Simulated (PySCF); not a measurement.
# Ionisation energy of Ni by level of theory

Ni [Ar] 3d8 4s2 (3F) → Ni+ [Ar] 3d9 (2D), as a difference of total energies. Calculation: PySCF 2.14, in pcseg-2 (6s4p3d2f1g, 56 functions); no relativity, point nucleus. Correlated levels: valence: [Ar] frozen. The calculations carry no spin-orbit coupling.

```tsv
method	ionisation energy (eV)	difference from reference (eV)
UHF	7.785	+0.145
PBE0	7.238	-0.402
B3LYP	7.491	-0.149
MP2 (valence)	6.492	-1.148
SCS-MP2 (valence)	6.716	-0.924
```

Reference: 7.640 eV (measured; NIST Atomic Spectra Database, ionization energies).

These non-relativistic numbers lack the scalar-relativistic shift.

The reference lies between the lowest fine-structure levels, while these numbers refer to the centres of the terms.

Errors of the correlated levels include the incompleteness of this basis and the frozen core.

MP2 underrates the near-degeneracy of ns² with np² in the lower species.
